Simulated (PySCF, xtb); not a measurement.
W(O)(NH)(Cl)2 (Cl₂HNOW), SMILES [O]=[W]([Cl])([Cl])=[NH], multiplicity 1.

GFN2-xTB in xtb at its own geometry gives an orbital gap of 2.40 eV and a dipole moment of 2.95 D.

Geometry optimised at PBE-D3(BJ)/def2-SVP. The spin state was assumed, not searched. The structure was generated by enumeration; whether it is a known compound was not checked. The def2 effective core potentials stand for the cores of W; spin–orbit coupling is left out.

### Question
What does PySCF with r2SCAN/def2-TZVP give? (Estimate from the structure and the level; the computed values follow.)

### Answer
gap 4.11 eV (levels -7.72 and -3.61 eV), dipole 1.45 D.
